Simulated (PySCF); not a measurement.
C2H7Al, charge -1, multiplicity 2. Atoms are numbered in the order given.

```xyz
10

Al    -0.1592    -0.6623     0.0000
C      0.0421     0.4994    -1.6579
H     -0.0051    -0.0772    -2.5991
H     -0.7324     1.2854    -1.7223
H      1.0228     1.0187    -1.6468
C      0.0421     0.4994     1.6579
H     -0.0051    -0.0772     2.5991
H      1.0228     1.0187     1.6468
H     -0.7324     1.2854     1.7223
H      0.9937    -1.8361     0.0000
```
Charge -1, spin multiplicity 2.

Geometry optimised at B3LYP-D3(BJ)/def2-SVPD. The multiplicity is an assumed one; other spin states were not compared. The isomer is the one that the SMILES or the coordinates give; other isomers of the formula were not compared.

All values below come from PySCF with B3LYP/def2-TZVPD.

Mulliken values depend strongly on the basis, most of all with diffuse functions as here. ESP charges are fitted to the potential on shells at 1.4 to 2.0 van der Waals radii. Atomic charges (e):

```json
[
 {"atom": "Al1", "meta-Löwdin": "0.05", "Mulliken": "-0.38", "ESP fit": "-0.86", "Mulliken spin": "0.93"},
 {"atom": "C2", "meta-Löwdin": "-0.64", "Mulliken": "-0.73", "ESP fit": "0.49", "Mulliken spin": "-0.03"},
 {"atom": "H3", "meta-Löwdin": "0.08", "Mulliken": "0.16", "ESP fit": "-0.19", "Mulliken spin": "0.02"},
 {"atom": "H4", "meta-Löwdin": "0.08", "Mulliken": "0.21", "ESP fit": "-0.18", "Mulliken spin": "-0.03"},
 {"atom": "H5", "meta-Löwdin": "0.07", "Mulliken": "0.14", "ESP fit": "-0.12", "Mulliken spin": "0.04"},
 {"atom": "C6", "meta-Löwdin": "-0.64", "Mulliken": "-0.73", "ESP fit": "0.49", "Mulliken spin": "-0.03"},
 {"atom": "H7", "meta-Löwdin": "0.08", "Mulliken": "0.16", "ESP fit": "-0.19", "Mulliken spin": "0.02"},
 {"atom": "H8", "meta-Löwdin": "0.07", "Mulliken": "0.14", "ESP fit": "-0.12", "Mulliken spin": "0.04"},
 {"atom": "H9", "meta-Löwdin": "0.08", "Mulliken": "0.21", "ESP fit": "-0.18", "Mulliken spin": "-0.03"},
 {"atom": "H10", "meta-Löwdin": "-0.23", "Mulliken": "-0.16", "ESP fit": "-0.13", "Mulliken spin": "0.06"}
]
```
